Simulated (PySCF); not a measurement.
## Basis-set dependence of excited states

Species: sodium potassium, KNa.
SMILES: `[Na][K]`

TDDFT with PBE0 (PySCF), vertical singlets, core orbitals frozen in the response, spherical d and f functions. Isolated species at its PBE0-D3(BJ)/def2-SVP geometry, gas phase.

Q: Compare def2-SVP, def2-SVPD, 6-31G*, def2-TZVP and def2-TZVPD for this molecule.

A: 

| basis | functions | diffuse | S1 (eV) | S2 (eV) | S3 (eV) | S4 (eV) | S5 (eV) | LUMO (eV) | α (au) |
| --- | --- | --- | --- | --- | --- | --- | --- | --- | --- |
| def2-SVP | 39 | no | 1.73 | 2.55 | 2.55 | 2.89 | 3.14 | -1.28 | 308.5 |
| def2-SVPD | 45 | yes | 1.70 | 2.13 | 2.13 | 2.45 | 2.64 | -1.29 | 357.7 |
| 6-31G* | 50 | no | 1.72 | 2.15 | 2.15 | 2.46 | 2.70 | -1.30 | 350.3 |
| def2-TZVP | 65 | no | 1.72 | 2.39 | 2.39 | 2.61 | 2.89 | -1.28 | 332.5 |
| def2-TZVPD | 71 | yes | 1.70 | 2.13 | 2.13 | 2.42 | 2.61 | -1.29 | 349.2 |

States are compared by their number. Against the largest diffuse basis here (def2-TZVPD, itself not a converged limit), sets without diffuse functions differ by up to 0.03 eV in S1 and 0.53 eV in S5; the smaller diffuse sets differ by up to 0.00 and 0.03 eV. State by state, the largest deviation of a set without diffuse functions is S1 0.03, S2 0.42, S3 0.42, S4 0.46, S5 0.53 eV. The same number needn't mean the same state in each row. Against def2-TZVPD the polarisability deviates by -12% in def2-SVP, +2% in def2-SVPD, 0% in 6-31G*, -5% in def2-TZVP.
